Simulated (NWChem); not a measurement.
# BN₂H₅O; SMILES NB(O)N

```xyz
9

B      0.0204    -0.0121     0.0000
O      1.3969    -0.1366     0.0000
H      1.8502     0.7083     0.0000
N     -0.7249    -1.2193     0.0000
H     -0.2590    -2.1143     0.0000
H     -1.7310    -1.2715     0.0000
N     -0.6178     1.2638     0.0000
H     -1.6202     1.3789     0.0000
H     -0.1184     2.1403     0.0000
```
Atoms are numbered in this order, from 1.

Computed with NWChem. Geometry: optimised at PBE0/def2-SVP.

Q: Taking Hartree-Fock/pcseg-2 as the yardstick, which of these has the fewest basis functions while keeping “dipole (D)” within 0.1 D of it: Hartree-Fock/def2-SVP; Hartree-Fock/pcseg-1; Hartree-Fock/STO-3G; Hartree-Fock/aug-pcseg-1?

A: Hartree-Fock/def2-SVP.
| level | basis functions | dipole (D) |
|---|---|---|
| Hartree-Fock/STO-3G | 25 | 1.58 |
| Hartree-Fock/pcseg-1 | 81 | 2.08 |
| Hartree-Fock/def2-SVP | 81 | 2.03 |
| Hartree-Fock/aug-pcseg-1 | 137 | 1.88 |
| Hartree-Fock/pcseg-2 | 190 | 1.95 |

The yardstick is one finite set, not the basis-set limit.
